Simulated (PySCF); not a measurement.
# B: excitation energy

B [He] 2s2 2p1 (2P) → B [He] 2s1 2p1 3s1 (4P), as a difference of total energies. Calculation: PySCF 2.14, in aug-cc-pVDZ; no relativity, point nucleus. Correlated levels: valence: 1s2 frozen. The calculations carry no spin-orbit coupling.

```tsv
method	excitation energy (eV)
UHF	8.164
LDA	9.345
PBE	9.271
PBE0	9.254
r2SCAN	9.169
M06-L	9.496
B2PLYP	9.514
B3LYP	9.579
LC-wPBE	9.466
MP2 (valence)	9.046
SCS-MP2 (valence)	9.272
```

Question: How much does correlation contribute at MP2 (valence)?

Answer: 9.046 − (8.164) = 0.882 eV, measured against UHF.

The upper state lies above the first ionisation limit, but in LS coupling its spin forbids autoionisation to the ground ion. A Rydberg-like electron needs more diffuse functions than a valence basis has.

The promoted electron is Rydberg-like, and one or two diffuse shells describe it only roughly, which tends to raise the upper state.
